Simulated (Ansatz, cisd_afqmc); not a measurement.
Species: SO3, charge 0, singlet. SO3 (SMILES O=S(=O)=O).
B3LYP-D3(BJ)/def2-TZVP minimum from Ansatz (a program for electronic structure):
```xyz
4

O     -0.7068    -1.2388    -0.0328
S      0.0000     0.0000     0.0000
O     -0.7195     1.2319     0.0059
O      1.4264     0.0069     0.0269
```

Total energies in cc-pV(T+d)Z, 24 correlated electrons, 8 frozen orbitals. UHF or UKS for unpaired electrons; spin-orbit terms are left out. Correlated methods leave the cores frozen. No relativity. The Monte Carlo rows (phaseless AFQMC, CISD trial, step 0.005/hartree) carry one-sigma bars that omit the constraint's bias. Outlying blocks are dropped, and bars are widened where a walk drifts. Over all cases where full CI ran beside it in this data, AFQMC minus full CI had a median of +0.1 mEh and passed +0.4 mEh in a tenth of the cases.

| method | program | energy (Eh) | minus AFQMC/CISD (mEh) |
|---|---|---|---|
| HF | Ansatz | -622.16561 | 925.2 ± 0.4 |
| MP2 | Ansatz | -623.05936 | 31.4 ± 0.4 |
| CCSD | Ansatz | -623.04422 | 46.6 ± 0.4 |
| CCSD(T) | Ansatz | -623.08748 | 3.3 ± 0.4 |
| AFQMC/CISD | cisd_afqmc | -623.0908 ± 0.0004 | 0.0 |
